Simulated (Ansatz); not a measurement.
Two isomers of CH5NOSSi: A = `NC(=S)[SiH2]O`, B = `OC(=S)N[SiH3]`.

Isolated molecules relaxed with PBE0-D4/def2-TZVP in Ansatz; ΔE leaves out vibrations. CBS: MP2 limit from def2 TZ/QZ plus the TZ coupled-cluster correction, frozen cores. DFT in def2-TZVPP. B3LYP here is the variant with VWN-RPA as its local correlation; programs differ in this. One conformer a species, not always the lowest.

Task: Which isomer does CCSD(T)/CBS put lower? Give the gap. (An estimate is asked.)

Result: Computed: A, by 12.7 kcal/mol.

Task: Give E(B) − E(A) in kcal/mol with B3LYP, r2SCAN-D4, ωB97M-V, CCSD/def2-TZVPP, B2PLYP, HF/def2-TZVPP, CCSD(T)/def2-TZVPP. (Estimate.)

Result: The calculation gave: B3LYP 12.2, r2SCAN-D4 11.0, ωB97M-V 10.7, CCSD/def2-TZVPP 11.4, B2PLYP 12.3, HF/def2-TZVPP 9.6, CCSD(T)/def2-TZVPP 11.5. None reverses the order clearly.

Largest T1 diagnostic: 0.017.

In def2-TZVPP, CCSD(T) changes the Hartree–Fock value by +1.9 kcal/mol (the triples alone add +0.1 kcal/mol) and MP2 by +2.6 kcal/mol.
